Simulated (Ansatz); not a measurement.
Input for Ansatz (an electronic-structure program): R-RI-MP2/cc-pV(Q+d)Z on BCl3 (SMILES ClB(Cl)Cl). The basis file is the Basis Set Exchange's JSON of that set.

Ansatz 0.2 input:
```yaml
crystal:
  periodic: [false, false, false]
  atoms:
    - {symbol: B, position_ang: [-0.00000039, 0.00000000, 0.00000000]}
    - {symbol: Cl, position_ang: [1.74516755, -0.00000000, -0.00000000]}
    - {symbol: Cl, position_ang: [-0.87258358, 1.51136214, -0.00000000]}
    - {symbol: Cl, position_ang: [-0.87258358, -1.51136214, -0.00000000]}
basis:
  gaussian:
    orbitals: cc-pV_Q+d_Z.json
    fitting: {mean_field: def2-universal-JKFIT, correlation: cc-pVQZ-RIFIT.json}
magnetization: {spin_polarized: false}
correlation: {method: mp2, electrons: outside_noble_gas}
scf: {lower_state_search: off}
```

Problem. What total energy does the run end on?

Solution. -1404.1138 hartree.
